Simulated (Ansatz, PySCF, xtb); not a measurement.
Potential energy curve for NaBr, singlet.

Levels: UCCSD = CCSD on UHF/aug-cc-pVQZ, cores with 3d frozen run with Ansatz (a program for electronic structure); RMP2 = Ansatz with MP2 on RHF/aug-cc-pVQZ, cores with 3d frozen; UMP2 = MP2 on UHF/aug-cc-pVQZ, cores with 3d frozen in Ansatz; GFN1-xTB (xtb); UKS-B3LYP/6-31G* = unrestricted B3LYP/6-31G*, spherical d run with PySCF 2.14.0.

Energies are in eV, each relative to the lowest point of its own curve near equilibrium.

```tsv
R / Å	UCCSD	RMP2	UMP2	GFN1-xTB	UKS-B3LYP/6-31G*
2.01	1.653	1.666	1.666	…	1.424
2.16	0.697	0.706	0.706	0.774	0.568
2.22	0.459	0.466	0.466	0.439	0.362
2.38	0.096	0.100	0.100	0.040	0.063
2.45	0.028	0.030	0.030	0.000	0.014
2.51	0.000	0.001	0.001	0.004	0.000
2.60	0.000	0.000	0.000	0.053	…
2.67	0.027	0.026	0.026	0.116	0.054
2.78	0.103	0.100	0.100	…	0.143
2.89	0.207	0.202	0.202	0.383	0.259
3.10	0.449	0.441	0.441	…	0.517
3.35	0.763	0.752	0.752	—	0.844
3.76	1.259	1.244	1.244	—	1.348
4.07	1.591	1.576	1.576	—	1.676
4.55	2.028	2.011	2.011	—	2.084
4.97	2.339	2.324	2.324	—	2.325
5.45	2.632	2.618	2.618	—	2.510
6.12	—	2.943	—	—	2.676
6.76	—	…	—	—	2.777
7.56	—	…	—	—	2.858
```

**Question.** Complete the blanks.

**Answer.** 
- 2.01, GFN1-xTB: 2.458
- 2.60, UKS-B3LYP/6-31G*: 0.017
- 2.78, GFN1-xTB: 0.240
- 3.10, GFN1-xTB: 0.681
- 6.76, RMP2: 3.185
- 7.56, RMP2: 3.425

A dash means that the run gave no value there, or that the column was ended at a point which the program doubted or which failed a test of continuity chosen for this set; such a test can also cut sound points.

The unrestricted determinant behind UCCSD, UMP2 is spin-contaminated at 6.12 to 7.56 Å (<S²> up to 1.0, against 0.00 for a pure singlet). The restricted form behind RMP2 keeps the bonding electrons paired and can't separate into open-shell fragments. The unrestricted determinant behind UKS-B3LYP/6-31G* is spin-contaminated at 4.55 to 7.56 Å (<S²> up to 0.5, against 0.00 for a pure singlet).
